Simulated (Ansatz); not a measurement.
Ansatz (a program for electronic structure) input (CCSD(T)/def2-SVPD):

Ansatz 0.2 input:
```yaml
crystal:
  periodic: [false, false, false]
  atoms:
    - {symbol: In, position_ang: [-0.19007984, -0.14582765, -0.22191825]}
    - {symbol: O, position_ang: [0.97854845, 0.70336999, 1.21411251]}
    - {symbol: H, position_ang: [1.48552435, 1.51859505, 1.16109393]}
basis:
  gaussian:
    orbitals: def2-SVPD
magnetization: {spin_polarized: false}
correlation: {method: ccsd_t, electrons: outside_noble_gas}
output: {forces: true}
```

Output:

```
Functional definition: HF
integrals: 0.04 GiB planned
726 factors; integrals over basis functions are off by at most 1.2e-3 eV
mean field: 0.15 GiB planned
mean field evaluation 1: about -7197.2661 eV, gradient 4.3e1 eV
mean field evaluation 2: about -7197.2731 eV, gradient 4.3e1 eV
mean field evaluation 4: about -7201.0633 eV, gradient 2.1e0 eV
mean field evaluation 8: about -7201.0903 eV, gradient 1.5e-1 eV
mean field evaluation 16: about -7198.2301 eV, gradient 3.9e1 eV
mean field -7201.09049013 eV, -264.6351944379 hartree, gradient 2.0e-6 eV, S^2 0.000000; 0 other end points of the search recorded, 0 dependent functions left out
10 core orbitals not correlated, not the lowest: weight in the atoms' cores, before any rotation towards them, 0.940 or more for the frozen orbitals, at most 0.052 for the correlated occupied ones
reference -7201.09049013 eV, -264.6351944379 hartree; 5, 5 occupied and 48, 48 virtual orbitals, 726 factors
densities: 0.15 GiB planned
second order -6.85451626 eV of doubles, -0.00000000 eV of singles
coupled cluster: 0.12 GiB planned
cycle   1  -6.81481749 eV  change    4.0e-2 eV  update   1.0e-1
cycle   2  -7.05323162 eV  change   -2.4e-1 eV  update   3.7e-2
cycle   3  -7.14338359 eV  change   -9.0e-2 eV  update   2.2e-2
cycle   4  -7.13872448 eV  change    4.7e-3 eV  update   5.2e-3
cycle   5  -7.13592127 eV  change    2.8e-3 eV  update   2.8e-3
cycle   6  -7.13710318 eV  change   -1.2e-3 eV  update   1.1e-3
cycle   7  -7.13703418 eV  change    6.9e-5 eV  update   4.5e-4
cycle   8  -7.13686030 eV  change    1.7e-4 eV  update   1.5e-4
cycle   9  -7.13688666 eV  change   -2.6e-5 eV  update   4.2e-5
cycle  10  -7.13691300 eV  change   -2.6e-5 eV  update   1.4e-5
cycle  11  -7.13690164 eV  change    1.1e-5 eV  update   6.1e-6
perturbative correction -0.21844616 eV, -0.0080277482 hartree
the calculation of the forces begins
Total energy: -7208.44583793 eV, -264.9054984839 hartree
Atom 0 at    -0.190080    -0.145828    -0.221918 Å, force    -0.379322    -0.289504    -0.445141 eV/Å
Atom 1 at     0.978548     0.703370     1.214113 Å, force     0.266016     0.139270     0.408633 eV/Å
Atom 2 at     1.485524     1.518595     1.161094 Å, force     0.113306     0.150234     0.036509 eV/Å
Dipole moment:    -0.142923     0.040039    -0.393325 e Å
```
